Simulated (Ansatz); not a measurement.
The same group exchange along the group C, Si, Sn.

Computed with Ansatz on PBE0-D4/def2-TZVP structures; ΔE is electronic, products minus reactants. CCSD(T)/CBS adds triple-zeta CCSD(T) − MP2 to the extrapolated MP2 energy (def2 sets, frozen cores). Functionals use def2-TZVPP. Elements past krypton have def2 core potentials. For Br, I, Sn outer-core shells are correlated without core-valence functions, which leaves a few kJ/mol of doubt a bond. Scalar relativity is left out up to krypton.

| reaction | LDA (SPW92) (kcal/mol) | CCSD/CBS(def2) (kcal/mol) |
| --- | --- | --- |
| `CB(F)F` + `BrI` → `CI` + `FB(F)Br` | -9.0 | -9.3 |
| `FB(F)[SiH3]` + `BrI` → `[SiH3]I` + `FB(F)Br` | -48.3 | -49.7 |
| `F[B](F)[SnH3]` + `BrI` → `[SnH3][I]` + `FB(F)Br` | -52.3 | -55.0 |

Give the CCSD(T)/CBS values in the same order. (Best estimate.)

The calculation gave: -9.9, -49.5, -54.6 kcal/mol.

Largest T1 diagnostic: 0.014, for `F[B](F)[SnH3]`.
